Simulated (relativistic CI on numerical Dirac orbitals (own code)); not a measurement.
Forbidden lines of Kr²⁰⁺

Method of calculation: Dirac-Coulomb-Breit CI, orbitals from a KLI potential per configuration, model QED (radiative potential, 1s self-energy scaled to tabulated hydrogen-like ionisation energies), unscaled Slater integrals (own radial code, finite nucleus).

Configuration list (outside the closed core [Ne]): 3s²3p⁴, 3s3p⁵, 3s²3p³3d, 3p⁶, 3s3p⁴3d, 3p⁵3d, 3s3p³3d², 3s²3p²3d4p, 3s²3p³4s, 3p⁵4s, 3p⁵4p, 3s3p³3d4s, 3s²3p³4p, 3s²3p³4d, 3s3p⁴4s, 3s²3p³4f, 3p⁴3d4p, 3s3p⁴4p, 3s3p⁴4d, 3s3p⁴4f, 3s²3p³5s, 3s²3p³5p, 3s²3p³5d, 3s²3p²4s4p, 3s²3p³5f, 3s²3p³5g, 3s3p³4s², 3s3p⁴5s, 3s3p⁴5p, 3s²3p²3d², 3s²3p3d³, 3s3p²3d³, 3s²3p3d²4s, 3s²3p3d²4p, 3s²3p3d²4d, 3p⁴3d², 3p³3d³, 3p³3d²4s, 3p³3d²4p, 3p³3d²4d, 3s²3p²3d4s, 3s3p²3d²4s, 3s²3p3d4s², 3s²3p3d4s4p, 3s²3p3d4s4d, 3p⁴3d4s, 3p³3d4s², 3p³3d4s4p, 3p³3d4s4d, 3s²3p²4s², 3s3p²3d4s², 3s²3p4s²4p, 3s²3p4s²4d, 3s²3p²4p², 3s²3p3d4p², 3s3p²3d4p², 3s²3p4s4p², 3s²3p4p³, 3s²3p4p²4d. Double excitations out of closed p, d and f shells are left out; levels of such configurations are missing from the list, as are those of other unlisted configurations, and high levels can miss mixing partners. These lack a partner that the ground configuration has and come out too high: 3s²3p³4f, 3s3p⁴4p, 3s3p⁴4d, 3s3p⁴4f, 3s²3p³5s.

```csv
λ vac (nm),Lower,Upper,Type,A (s⁻¹),E lower (cm⁻¹),E upper (cm⁻¹)
13.721,3s²3p⁴ ¹D2 [4],3s²3p³3d ¹G°4 [24],M2,1.35e+02,115887,844674
13.990,3s²3p⁴ ³P2 [1],3s²3p³3d ⁵D°4 [14],M2,2.81e+02,0,714791
14.425,3s²3p⁴ ¹D2 [4],3s²3p³3d ³F°4 [21],M2,2.42e+02,115887,809151
43.088,3s²3p³3d ⁵D°4 [14],3s²3p³3d ³F°4 [35],M1,5.85e+03,714791,946873
57.091,3s²3p³3d ³D°3 [16],3s²3p³3d ³F°4 [35],M1,3.97e+03,771715,946873
67.250,3s²3p⁴ ³P1 [3],3s²3p⁴ ¹S0 [5],M1,5.91e+04,78280,226979
70.244,3s²3p³3d ⁵D°3 [10],3s²3p³3d ¹G°4 [24],M1,5.99e+02,702313,844674
72.610,3s²3p³3d ³F°4 [21],3s²3p³3d ³F°4 [35],M1,9.44e+03,809151,946873
73.186,3s²3p³3d ³G°3 [22],3s²3p³3d ³F°4 [35],M1,1.51e+03,810235,946873
75.052,3s²3p³3d ⁵D°4 [14],3s²3p³3d ³G°5 [25],M1,1.04e+03,714791,848032
76.993,3s²3p³3d ⁵D°4 [14],3s²3p³3d ¹G°4 [24],M1,1.30e+03,714791,844674
78.447,3s²3p³3d ⁵D°3 [10],3s²3p³3d ³F°4 [23],M1,1.04e+03,702313,829788
85.408,3s²3p³3d ³F°4 [23],3s²3p³3d ³F°4 [35],M1,4.56e+03,829788,946873
86.291,3s²3p⁴ ³P2 [1],3s²3p⁴ ¹D2 [4],M1,8.33e+03,0,115887
86.959,3s²3p³3d ⁵D°4 [14],3s²3p³3d ³F°4 [23],M1,2.36e+03,714791,829788
97.848,3s²3p³3d ¹G°4 [24],3s²3p³3d ³F°4 [35],M1,1.93e+03,844674,946873
101.17,3s²3p³3d ³G°5 [25],3s²3p³3d ³F°4 [35],M1,3.52e+03,848032,946873
105.98,3s²3p³3d ⁵D°4 [14],3s²3p³3d ³F°4 [21],M1,4.09e+03,714791,809151
127.75,3s²3p⁴ ³P2 [1],3s²3p⁴ ³P1 [3],M1,9.06e+03,0,78280
206.74,3s²3p⁴ ³P2 [1],3s²3p⁴ ³P0 [2],E2,9.10e-01,0,48370
257.19,3s²3p³3d ³F°4 [21],3s²3p³3d ³G°5 [25],M1,4.70e+02,809151,848032
263.13,3s²3p³3d ³F°3 [20],3s²3p³3d ³F°4 [23],M1,1.48e+02,791785,829788
267.12,3s²3p³3d ³D°3 [16],3s²3p³3d ³F°4 [21],M1,5.20e+02,771715,809151
290.37,3s²3p³3d ³G°3 [22],3s²3p³3d ¹G°4 [24],M1,1.55e+02,810235,844674
334.34,3s²3p⁴ ³P0 [2],3s²3p⁴ ³P1 [3],M1,3.19e+02,48370,78280
511.42,3s²3p³3d ³G°3 [22],3s²3p³3d ³F°4 [23],M1,9.97e+01,810235,829788
801.42,3s²3p³3d ⁵D°3 [10],3s²3p³3d ⁵D°4 [14],M1,4.03e+01,702313,714791
```

Terms are leading LS components. Brackets give the number of a level in order of energy, since labels repeat. The list gives strong lines, with weight on those to low levels, among the lowest 400 of 8860 levels, so that lines to higher ones, which can be the strongest, are missing. Levels whose partners in the same complex of configurations lie outside the list can be far off, and so can their lines. Rates are taken at the computed energies, electric ones in the length gauge.

At this charge energies of transitions that change n are usually good to better than 1 %, and those within a shell (Δn = 0) to a few per cent.

LS names give the leading component of a level, which can be under half, so a name can repeat, a term be missing and a line seem to break the LS rules.
